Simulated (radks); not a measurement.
Values are calculated unless marked as measured or tabulated.
All-electron atom: Fe+ in [Ar] 3d6 4s1 (the NIST ground configuration).

Code: a radial shooting solver on a logarithmic mesh with Libxc functionals. Model: non-relativistic Kohn-Sham, LDA (Slater exchange, Perdew-Wang correlation), spin-unpolarised, spherical densities, point nucleus.

Energy parts (eV):
| part | energy |
|---|---|
| total | -34306.974 |
| kinetic | 34265.796 |
| electron-nucleus | -81489.760 |
| Hartree | 14349.760 |
| exchange-correlation | -1432.770 |

Orbitals (lengths in bohr, moments of r in powers of bohr; r(max) is where P^2 peaks):
orbital  occ.  eigenvalue (eV)   r(max)      <r>
1s          2        -6926.439  0.03902  0.05924
2s          2        -812.9290   0.2257   0.2707
2p          6        -703.7435   0.1809   0.2370
3s          2         -99.9953   0.7088   0.8216
3p          6         -68.0802   0.7158   0.8626
3d          6         -16.4927   0.7055    1.106
4s          1         -12.4537    2.299    2.715
4p          0          -7.5281    2.829    3.389
5s          0          -3.2755    6.287    6.922

The highest occupied level is 4s at -12.454 eV. The density falls to 0.001 e/bohr^3 at r = 3.88 bohr. The electron density at the nucleus is 1.186e+04 e/bohr^3.
